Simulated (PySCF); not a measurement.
C2H6SZn. Atoms are numbered in the order given.

```xyz
10

Zn     0.0617    -0.0051     0.1833
C      0.7709    -1.6629    -0.5664
C      0.5172    -1.8594    -2.0666
H      0.3323    -2.5013     0.0184
H      1.8608    -1.6840    -0.3462
H      0.9728    -1.0534    -2.6785
H     -0.5652    -1.8748    -2.3111
H      0.9424    -2.8190    -2.4348
S     -0.7192     1.8763     1.0164
H     -1.6168     1.1992     1.7897
```

Coordinates come from a PBE-D3(BJ)/def2-SVP optimisation. The isomer is the one that the SMILES or the coordinates give; other isomers of the formula were not compared. The values are those of a single conformer.

Method: TDA-CAM-B3LYP/def2-SVPD in PySCF.

Vertical excitations. The molecule is in vacuum.

```tsv
state	energy (eV)	λ (nm)	f	main pairs
S1	5.48	226	0.054	HOMO→LUMO 93 %
S2	5.56	223	0.002	HOMO→LUMO+1 90 %
S3	5.88	211	0.010	HOMO−1→LUMO+1 88 %
S4	6.08	204	0.045	HOMO→LUMO+2 40 %, HOMO−1→LUMO 40 %, HOMO−1→LUMO+1 9 %
S5	6.20	200	0.014	HOMO−1→LUMO+2 89 %
S6	6.41	193	0.007	HOMO→LUMO+4 63 %, HOMO→LUMO+3 23 %
S7	6.54	190	0.421	HOMO−1→LUMO 45 %, HOMO→LUMO+2 37 %
S8	7.19	172	0.013	HOMO−1→LUMO+3 53 %, HOMO−2→LUMO 28 %
S9	7.54	164	0.011	HOMO→LUMO+3 56 %, HOMO→LUMO+4 18 %, HOMO→LUMO+5 16 %
S10	7.88	157	0.036	HOMO−2→LUMO+1 84 %
T1	5.08	244	0	HOMO→LUMO 78 %
T2	5.28	235	0	HOMO−1→LUMO 87 %
T3	5.40	230	0	HOMO→LUMO+1 71 %, HOMO→LUMO 13 %
T4	5.56	223	0	HOMO−1→LUMO+1 91 %
```
Triplets are in the Tamm–Dancoff approximation.
